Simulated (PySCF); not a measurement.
# Gas-phase XPS of GeClBr3, computed

GeClBr3.
Bonds: Ge1–Cl2, Ge1–Br3, Ge1–Br4, Ge1–Br5.

Computed with delta-SCF UKS SCAN, pcX-2 on the ionised atom, pcseg-1 elsewhere, spin-free X2C in PySCF. Each binding energy is the total energy of the core-ionised species, with the hole localised on one atom, minus that of the ground state; both are solved self-consistently, so orbital relaxation is included.

**Question.** List the computed XPS lines with their assignment.

**Answer.** 
```tsv
atom(s)	bonded to	level	binding energy (eV)	2p1/2 (eV)	count
Cl2	Ge	Cl 2p3/2	206.26	207.92	1
Cl2	Ge	Cl 1s	2828.85	–	1
```

**Question.** Give the binding energy of Cl 1s of Cl2 (atom 2) in hartree and in kJ/mol.

**Answer.** 2828.85 eV = 103.9583 Eh = 272943 kJ/mol.

**Question.** Which photon energy gives electrons from Cl 1s of Cl2 a kinetic energy of 50 eV, and what is their de Broglie wavelength?

**Answer.** hν = 2828.85 + 50 = 2878.85 eV, recoil neglected; λ = 12.264 Å/√(E/eV) = 1.73 Å.

The 2p values add to the ΔSCF energy of one spin-free hole a correction within the shell (spin–orbit coupling, ligand field). 2p1/2 minus 2p3/2 (ligand field included): Cl 1.65 eV. No level of bromine or germanium is listed. Isolated species at its PBE0-D3(BJ)/def2-SVP geometry, gas phase.
